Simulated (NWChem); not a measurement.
System: ZrH$_{3}$Br; SMILES [Br][ZrH3]

Here is an NWChem input.

```
start job
memory heap 200 mb stack 900 mb global 1100 mb
geometry units angstroms noautosym nocenter noautoz
  Zr     0.000000     0.000000     0.985481
  Br     0.000000     0.000000    -1.485163
  H      1.735838    -0.106167     1.585315
  H     -0.775976     1.556364     1.585315
  H     -0.959863    -1.450196     1.585315
end
basis spherical
  * library def2-svpd
end
ecp
  Zr library def2-ecp
end
dft
  xc xpbe96 cpbe96
  iterations 150
end
tddft
  cis
  nroots 6
  notriplet
end
task tddft energy
```

Parts of the log:

```
             Northwest Computational Chemistry Package (NWChem) 7.3.0
             --------------------------------------------------------

                             Geometry "geometry" -> ""
                             -------------------------

 Output coordinates in angstroms (scale by  1.889725989 to convert to a.u.)

  No.       Tag          Charge          X              Y              Z
 ---- ---------------- ---------- -------------- -------------- --------------
    1 Zr                  40.0000     0.00000000     0.00000000     0.98548100
    2 Br                  35.0000     0.00000000     0.00000000    -1.48516300
    3 H                    1.0000     1.73583800    -0.10616700     1.58531500
    4 H                    1.0000    -0.77597600     1.55636400     1.58531500
    5 H                    1.0000    -0.95986300    -1.45019600     1.58531500

 Effective nuclear repulsion energy (a.u.)     350.6519112635

 Summary of "ao basis" -> "ao basis" (spherical)
 ------------------------------------------------------------------------------
       Tag                 Description            Shells   Functions and Types
 ---------------- ------------------------------  ------  ---------------------
 Zr                        def2-svpd                12       34   5s4p2d1f
 Br                        def2-svpd                15       41   6s5p4d
 H                         def2-svpd                 4        8   2s2p

            General Information
            -------------------
          SCF calculation type: DFT
          Wavefunction type:  closed shell.
          No. of atoms     :     5
          No. of electrons :    50
           Alpha electrons :    25
            Beta electrons :    25
          Charge           :     0
          Spin multiplicity:     1
          Use of symmetry is: off; symmetry adaption is: off
          Maximum number of iterations: 150
          AO basis - number of functions:    99
                     number of shells:    39
          Convergence on energy requested:  1.00D-06
          Convergence on density requested:  1.00D-05
          Convergence on gradient requested:  5.00D-04

              XC Information
              --------------
          PerdewBurkeErnzerhof Exchange Functional  1.000
            Perdew 1991 LDA Correlation Functional  1.000 local
           PerdewBurkeErnz. Correlation Functional  1.000 non-local

             Grid Information
             ----------------
          Grid used for XC integration:  medium
          Radial quadrature: Mura-Knowles
          Angular quadrature: Lebedev.
          Tag              B.-S. Rad. Rad. Pts. Rad. Cut. Ang. Pts.
          ---              ---------- --------- --------- ---------
          Zr                  1.55      123          12.0       590
          Br                  1.15      112          13.0       590
          H                   0.35       45          12.0       434
          Grid pruning is: on
          Number of quadrature shells:   370
          Spatial weights used:  Erf1

      Superposition of Atomic Density Guess
      -------------------------------------

 Sum of atomic energies:       -2627.08543883

      Non-variational initial energy
      ------------------------------

 Total energy =   -2619.917351
 1-e energy   =   -3892.404628
 2-e energy   =    1155.900667
 HOMO         =      -0.321173
 LUMO         =      -0.011146

   convergence    iter        energy       DeltaE   RMS-Dens  Diis-err
 ---------------- ----- ----------------- --------- --------- ---------
 d= 0,ls=0.0,diis     1  -2622.1479102916 -2.74D+03  4.42D-02  8.21D-01
 d= 0,ls=0.0,diis     2  -2617.0269851024  5.12D+00  3.51D-02  3.34D+01
 d= 0,ls=0.0,diis     3  -2622.2417171565 -5.21D+00  8.81D-03  3.63D-01
 d= 0,ls=0.0,diis     4  -2622.2912976180 -4.96D-02  3.06D-03  1.18D-01
 d= 0,ls=0.0,diis     5  -2622.3096088428 -1.83D-02  6.54D-04  2.64D-03
  Resetting Diis
 d= 0,ls=0.0,diis     6  -2622.3100747665 -4.66D-04  1.13D-04  1.95D-04
 d= 0,ls=0.0,diis     7  -2622.3100969360 -2.22D-05  5.25D-05  4.39D-06
 d= 0,ls=0.0,diis     8  -2622.3100967395  1.97D-07  3.15D-05  5.53D-06
 d= 0,ls=0.0,diis     9  -2622.3100975832 -8.44D-07  8.90D-06  5.30D-07

         Total DFT energy =    -2622.310097583198
      One electron energy =    -3893.617980467375
           Coulomb energy =     1252.599738819624
    Exchange-Corr. energy =      -97.878465775220
 Nuclear repulsion energy =      116.586609839773

 Numeric. integr. density =       50.000015316372

                       DFT Final Molecular Orbital Analysis
                       ------------------------------------

 Vector   23  Occ=2.000000D+00  E=-2.875311D-01
              MO Center= -6.1D-06, -8.0D-06,  1.3D+00, r^2= 3.6D+00
   Bfn.  Coefficient  Atom+Function         Bfn.  Coefficient  Atom+Function
  ----- ------------  ---------------      ----- ------------  ---------------
     4      0.383112  1 Zr s                  2     -0.329240  1 Zr s
    20     -0.281018  1 Zr d  0              76      0.239134  3 H  s
    84      0.239134  4 H  s                 92      0.239137  5 H  s
     1     -0.150099  1 Zr s                 77      0.147851  3 H  s
    85      0.147852  4 H  s                 93      0.147853  5 H  s

 Vector   24  Occ=2.000000D+00  E=-2.680248D-01
              MO Center= -3.4D-01, -5.4D-01,  1.3D+00, r^2= 3.1D+00
   Bfn.  Coefficient  Atom+Function         Bfn.  Coefficient  Atom+Function
  ----- ------------  ---------------      ----- ------------  ---------------
    92      0.353535  5 H  s                 18      0.339350  1 Zr d -2
     7      0.189394  1 Zr py                93      0.186781  5 H  s
    19     -0.183138  1 Zr d -1              76     -0.181587  3 H  s
    84     -0.171951  4 H  s                 22     -0.150391  1 Zr d  2
     6      0.129688  1 Zr px                21      0.125405  1 Zr d  1

 Vector   25  Occ=2.000000D+00  E=-2.680246D-01
              MO Center=  3.4D-01,  5.4D-01,  1.3D+00, r^2= 3.1D+00
   Bfn.  Coefficient  Atom+Function         Bfn.  Coefficient  Atom+Function
  ----- ------------  ---------------      ----- ------------  ---------------
    22      0.339349  1 Zr d  2              84     -0.308953  4 H  s
    76      0.303390  3 H  s                  6     -0.189394  1 Zr px
    21     -0.183139  1 Zr d  1              85     -0.163227  4 H  s
    77      0.160288  3 H  s                 18      0.150390  1 Zr d -2
     7      0.129688  1 Zr py                19     -0.125405  1 Zr d -1

 Vector   26  Occ=0.000000D+00  E=-1.312436D-01
              MO Center=  2.7D-02,  7.5D-02,  9.3D-01, r^2= 2.3D+00
   Bfn.  Coefficient  Atom+Function         Bfn.  Coefficient  Atom+Function
  ----- ------------  ---------------      ----- ------------  ---------------
    19      0.488634  1 Zr d -1              18      0.463923  1 Zr d -2
    21     -0.414424  1 Zr d  1              22     -0.265719  1 Zr d  2
    51      0.125075  2 Br py                23      0.118709  1 Zr d -2
    24      0.106837  1 Zr d -1              50      0.106079  2 Br px
    48      0.098170  2 Br py                26     -0.090612  1 Zr d  1

 Vector   27  Occ=0.000000D+00  E=-1.312433D-01
              MO Center= -2.7D-02, -7.5D-02,  9.3D-01, r^2= 2.3D+00
   Bfn.  Coefficient  Atom+Function         Bfn.  Coefficient  Atom+Function
  ----- ------------  ---------------      ----- ------------  ---------------
    21      0.488633  1 Zr d  1              22      0.463922  1 Zr d  2
    19      0.414425  1 Zr d -1              18      0.265718  1 Zr d -2
    50     -0.125074  2 Br px                27      0.118712  1 Zr d  2
    26      0.106836  1 Zr d  1              51      0.106079  2 Br py
    47     -0.098170  2 Br px                24      0.090611  1 Zr d -1

[...]

                                NWChem TDDFT Module
                                -------------------

            General Information
            -------------------
           No. of orbitals :     198
            Alpha orbitals :      99
             Beta orbitals :      99
        Alpha frozen cores :       0
         Beta frozen cores :       0
     Alpha frozen virtuals :       0
      Beta frozen virtuals :       0
         Spin multiplicity :       1
    Number of AO functions :      99
        Use of symmetry is : off
      Symmetry adaption is : off
         Schwarz screening :  0.10D-07

              XC Information
              --------------
   PerdewBurkeErnzerhof Exchange Functional   1.00
     Perdew 1991 LDA Correlation Functional   1.00 local
    PerdewBurkeErnz. Correlation Functional   1.00 non-local

             TDDFT Information
             -----------------
          Calculation type : Tamm-Dancoff TDDFT
         Wavefunction type : Restricted singlets
          No. of electrons :      50
           Alpha electrons :      25
            Beta electrons :      25
              No. of roots :       6
          Max subspacesize :    5200
            Max iterations :     100
               Target root :       1
           Target symmetry : none
      Symmetry restriction : off
                 Algorithm : Optimal
        Davidson threshold :  0.10D-03

    6 smallest eigenvalue differences (eV)
--------------------------------------------------------
  No. Spin  Occ  Vir  Irrep   E(Occ)    E(Vir)   E(Diff)
--------------------------------------------------------
    1    1   25   26 a        -0.268    -0.131     3.722
    2    1   24   26 a        -0.268    -0.131     3.722
    3    1   25   27 a        -0.268    -0.131     3.722
    4    1   24   27 a        -0.268    -0.131     3.722
    5    1   23   26 a        -0.288    -0.131     4.253
    6    1   23   27 a        -0.288    -0.131     4.253
--------------------------------------------------------

  Entering Davidson iterations
  Restricted singlet excited states

  Iter   NTrls   NConv    DeltaV     DeltaE      Time
  ----  ------  ------  ---------  ---------  ---------
    1      6       0     0.64E-01   0.10+100        4.8
    2     12       0     0.34E-01   0.46E-02        4.8
    3     18       1     0.14E-01   0.14E-02        4.8
    4     23       1     0.30E-02   0.21E-03        4.5
    5     28       3     0.54E-03   0.88E-05        4.5
    6     31       6     0.92E-04   0.30E-06        3.9
  ----  ------  ------  ---------  ---------  ---------
  Convergence criterion met

  Ground state a       -2622.310097583198 a.u.

  ----------------------------------------------------------------------------
  Root   1 singlet a              0.136401155 a.u.                3.7117 eV
  ----------------------------------------------------------------------------
     Transition Moments    X  0.00000   Y  0.00000   Z -0.00000
     Dipole Oscillator Strength                    0.0000000000
     Electric Quadrupole                           0.0000000000
     Magnetic Dipole                               0.0000061272
     Total Oscillator Strength                     0.0000061272

     Occ.   24  a   ---  Virt.   26  a        0.07268
     Occ.   24  a   ---  Virt.   27  a       -0.70287
     Occ.   25  a   ---  Virt.   26  a        0.70294
     Occ.   25  a   ---  Virt.   27  a        0.07263
  ----------------------------------------------------------------------------
  Root   2 singlet a              0.139661113 a.u.                3.8004 eV
  ----------------------------------------------------------------------------
     Transition Moments    X -0.05813   Y -0.00650   Z  0.00001
     Dipole Oscillator Strength                    0.0003185185
     Electric Quadrupole                           0.0000000115
     Magnetic Dipole                               0.0000024389
     Total Oscillator Strength                     0.0003209688

     Occ.   23  a   ---  Virt.   26  a       -0.10540
     Occ.   23  a   ---  Virt.   27  a        0.09937
     Occ.   24  a   ---  Virt.   26  a       -0.37166
     Occ.   24  a   ---  Virt.   27  a       -0.59073
     Occ.   25  a   ---  Virt.   26  a       -0.59066
     Occ.   25  a   ---  Virt.   27  a        0.37171
  ----------------------------------------------------------------------------
  Root   3 singlet a              0.139661268 a.u.                3.8004 eV
  ----------------------------------------------------------------------------
     Transition Moments    X  0.00650   Y -0.05813   Z -0.00000
     Dipole Oscillator Strength                    0.0003185468
     Electric Quadrupole                           0.0000000115
     Magnetic Dipole                               0.0000024388
     Total Oscillator Strength                     0.0003209970

     Occ.   23  a   ---  Virt.   26  a       -0.09937
     Occ.   23  a   ---  Virt.   27  a       -0.10539
     Occ.   24  a   ---  Virt.   26  a       -0.59070
     Occ.   24  a   ---  Virt.   27  a        0.37169
     Occ.   25  a   ---  Virt.   26  a        0.37169
     Occ.   25  a   ---  Virt.   27  a        0.59069
  ----------------------------------------------------------------------------
  Root   4 singlet a              0.146299741 a.u.                3.9810 eV
  ----------------------------------------------------------------------------
     Transition Moments    X -0.00001   Y  0.00000   Z -0.12522
     Dipole Oscillator Strength                    0.0015292112
     Electric Quadrupole                           0.0000000388
     Magnetic Dipole                               0.0000000000
     Total Oscillator Strength                     0.0015292500

     Occ.   23  a   ---  Virt.   28  a       -0.10497
     Occ.   24  a   ---  Virt.   26  a       -0.69448
     Occ.   24  a   ---  Virt.   27  a       -0.07180
     Occ.   25  a   ---  Virt.   26  a        0.07177
     Occ.   25  a   ---  Virt.   27  a       -0.69446
  ----------------------------------------------------------------------------
  Root   5 singlet a              0.160017195 a.u.                4.3543 eV
  ----------------------------------------------------------------------------
     Transition Moments    X -0.12033   Y -0.09300   Z  0.00001
     Dipole Oscillator Strength                    0.0024672798
     Electric Quadrupole                           0.0000000387
     Magnetic Dipole                               0.0000000041
     Total Oscillator Strength                     0.0024673227

     Occ.   23  a   ---  Virt.   26  a        0.83761
     Occ.   23  a   ---  Virt.   27  a       -0.17795
     Occ.   24  a   ---  Virt.   26  a       -0.09132
     Occ.   24  a   ---  Virt.   28  a        0.46400
     Occ.   25  a   ---  Virt.   27  a        0.09133
     Occ.   25  a   ---  Virt.   28  a       -0.14981
  ----------------------------------------------------------------------------
  Root   6 singlet a              0.160017411 a.u.                4.3543 eV
  ----------------------------------------------------------------------------
     Transition Moments    X -0.09301   Y  0.12032   Z -0.00001
     Dipole Oscillator Strength                    0.0024671984
     Electric Quadrupole                           0.0000000387
     Magnetic Dipole                               0.0000000041
     Total Oscillator Strength                     0.0024672412

     Occ.   23  a   ---  Virt.   26  a       -0.17795
     Occ.   23  a   ---  Virt.   27  a       -0.83761
     Occ.   24  a   ---  Virt.   27  a       -0.09132
     Occ.   24  a   ---  Virt.   28  a       -0.14982
     Occ.   25  a   ---  Virt.   26  a       -0.09133
     Occ.   25  a   ---  Virt.   28  a       -0.46400

              Target root =      1
          Target symmetry = none
      Ground state energy =  -2622.310097583198
        Excitation energy =      0.136401155210
     Excited state energy =  -2622.173696427988

  stored tddft:energy   -2622.1736964279885
```

Level: PBE/def2-SVPD with def2 effective core potentials on Zr, TDA. Geometry: optimised at PBE0/def2-SVP. Not confirmed as a minimum by frequencies. def2 effective core potentials on Zr; no spin-orbit coupling.
